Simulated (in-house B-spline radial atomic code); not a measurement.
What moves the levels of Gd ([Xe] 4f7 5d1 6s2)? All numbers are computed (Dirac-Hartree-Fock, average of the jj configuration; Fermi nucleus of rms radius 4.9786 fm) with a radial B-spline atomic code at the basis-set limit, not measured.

Baseline run (computed): total energy -11274.4702 hartree, 1s1/2 at -1857.422 hartree, 6s1/2 at -5.3803 eV with <r> = 4.301 bohr.

Changing the nucleus:

```tsv
nucleus	ΔE (eV)
Fermi nucleus of rms radius 4.9801 fm, A = 146	0.0117
Fermi nucleus of rms radius 5.008 fm, A = 148	0.23
Fermi nucleus of rms radius 5.0342 fm, A = 150	0.436
Fermi nucleus of rms radius 5.0774 fm, A = 152	0.778
Fermi nucleus of rms radius 5.1223 fm, A = 154	1.14
Fermi nucleus of rms radius 5.1319 fm, A = 155	1.21
Fermi nucleus of rms radius 5.142 fm, A = 156	1.29
Fermi nucleus of rms radius 5.1449 fm, A = 157	1.32
Fermi nucleus of rms radius 5.1569 fm, A = 158	1.41
Fermi nucleus of rms radius 5.1734 fm, A = 160	1.54
```

A larger nucleus binds the electrons less, roughly as the density at the nucleus times the change of the nuclear <r²>. The reference is A = 145.
